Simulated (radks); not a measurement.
The numbers below are computed, except where a source is named.
Species: W25+. Configuration: [Kr] 4d10 4f3. Level of theory: scalar-relativistic Kohn-Sham, r2SCAN, spin-polarised, spherical densities, finite nucleus; open shells are filled with parallel spins first (spin-orbit coupling, left out, can overturn this in heavy ions); meta-GGA in the generalised Kohn-Sham scheme; Fermi nuclear charge, rms radius 5.3658 fm (a radial shooting solver on a logarithmic mesh with Libxc functionals).

Normalised radial functions P(r) = r R(r), r in bohr:

| r | 4s up | 4s down | 4d up |
|---|---|---|---|
| 0.002603 | 0.3156 | 0.3148 | 0.0003 |
| 0.003336 | 0.3639 | 0.3629 | 0.0005 |
| 0.004274 | 0.4108 | 0.4097 | 0.0010 |
| 0.005434 | 0.4494 | 0.4482 | 0.0020 |
| 0.006963 | 0.4738 | 0.4725 | 0.0039 |
| 0.008852 | 0.4710 | 0.4698 | 0.0073 |
| 0.01134 | 0.4263 | 0.4252 | 0.0141 |
| 0.01454 | 0.3232 | 0.3223 | 0.0266 |
| 0.01848 | 0.1565 | 0.1561 | 0.0485 |
| 0.02368 | -0.0836 | -0.0834 | 0.0880 |
| 0.0301 | -0.3563 | -0.3555 | 0.1519 |
| 0.03858 | -0.6157 | -0.6141 | 0.2564 |
| 0.04943 | -0.7463 | -0.7443 | 0.4101 |
| 0.06284 | -0.6363 | -0.6345 | 0.6043 |
| 0.08053 | -0.2153 | -0.2144 | 0.8229 |
| 0.1024 | 0.4054 | 0.4047 | 0.9822 |
| 0.1312 | 0.9701 | 0.9676 | 0.9749 |
| 0.1681 | 1.0382 | 1.0346 | 0.6659 |
| 0.2137 | 0.4048 | 0.4019 | 0.0421 |
| 0.2739 | -0.7233 | -0.7235 | -0.7894 |
| 0.3482 | -1.6251 | -1.6232 | -1.4564 |
| 0.4461 | -1.7871 | -1.7863 | -1.6678 |
| 0.5717 | -1.2387 | -1.2408 | -1.3358 |
| 0.7268 | -0.5714 | -0.5747 | -0.7692 |
| 0.9314 | -0.1572 | -0.1590 | -0.2911 |
| 1.184 | -0.0254 | -0.0259 | -0.0707 |
| 1.517 | -0.0019 | -0.0019 | -0.0088 |

4s up: eigenvalue -1324.1 eV, 3 radial nodes at r = 0.0219, 0.0880, 0.235 bohr, <r> = 0.430 bohr, 90 % of the charge inside 0.612 bohr. 4s down: eigenvalue -1317.7 eV, 3 radial nodes at r = 0.0219, 0.0880, 0.235 bohr, <r> = 0.431 bohr, 90 % of the charge inside 0.613 bohr. 4d up: eigenvalue -970.38 eV, 1 radial node at r = 0.217 bohr, <r> = 0.461 bohr, 90 % of the charge inside 0.676 bohr.
